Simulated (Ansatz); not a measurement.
`OB(F)CF` + H₂ → `CB(O)F` + H–F at 400 K and 1 bar (hydrogenolysis of a C–F bond).

Program: Ansatz. Geometries: PBE0-D4/def2-TZVP. ΔE: electronic, gas phase. CCSD(T)/CBS is the MP2 limit (def2-TZVPP, def2-QZVPP) plus CCSD(T) − MP2 in def2-TZVPP, frozen cores. This one scheme is used for every species. Each species was taken in one conformer, which may not be the lowest.

```json
{"species": "`OB(F)CF`", "CCSD(T)/CBS energy (Eh)": "-339.52653", "H − E (kJ/mol)": "162.8", "S (J/(mol·K))": "333.2"}
{"species": "H₂", "CCSD(T)/CBS energy (Eh)": "-1.17544", "H − E (kJ/mol)": "38.0", "S (J/(mol·K))": "139.0"}
{"species": "`CB(O)F`", "CCSD(T)/CBS energy (Eh)": "-240.35473", "H − E (kJ/mol)": "177.7", "S (J/(mol·K))": "318.9"}
{"species": "H–F", "CCSD(T)/CBS energy (Eh)": "-100.39570", "H − E (kJ/mol)": "36.5", "S (J/(mol·K))": "182.2"}
```

H − E and S are ideal-gas, rigid-rotor, harmonic terms from PBE0-D4/def2-TZVP, for one conformer and one mirror image of each species. The MP2-based limit puts H₂ 0.8 mEh under its directly extrapolated value; such offsets cancel only in part. 1 Eh = 2625.50 kJ/mol, R = 8.31446 J/(mol·K).

Q: By hand: ΔE, ΔH, ΔS and ΔG.

A: ΔE = (-240.35473) + (-100.39570) − (-339.52653) − (-1.17544) = -0.04846 Eh = -127.2 kJ/mol. Δ(H − E) = 177.7 + 36.5 − 162.8 − 38.0 = 13.4, so ΔH = -113.8 kJ/mol. ΔS = 318.9 + 182.2 − 333.2 − 139.0 = 28.9 J/(mol·K). ΔG = -113.8 − 400 × (28.9)/1000 = -125.4 kJ/mol.

Q: By hand: the equilibrium constant, and the temperature at which ΔG would vanish if ΔH and ΔS stayed fixed.

A: log₁₀ K = −ΔG/(RT ln 10) = 16.4. ΔH and −TΔS have one sign here, so there is no such temperature.

ΔH outweighs TΔS. A doubt of 5 kJ/mol in ΔE shifts log₁₀ K by 0.7 here. Other conformers and mirror images would add mixing entropy, several J/(mol·K) or more a flexible species. These are equilibria of isolated gas molecules and say nothing of rates. Largest T1 diagnostic: 0.012 (customary marks: 0.02 for closed shells, 0.045 for open ones).
